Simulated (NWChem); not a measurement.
# PbClF, singlet; SMILES [F][Pb][Cl]

Low-valent species are run as closed-shell singlets; no triplet was tried in these runs. def2 effective core potentials on Pb; no spin-orbit coupling.

### Question
Give the equilibrium geometry at PBE0/def2-SVP with def2 effective core potentials on Pb (NWChem) as a list of bonds and angles, with the point group.

### Answer
point group Cs; any orientation.
Bonded distances (Å): Pb1–F2 2.055, Pb1–Cl3 2.482. Angles (°): F2–Pb1–Cl3 98.4.
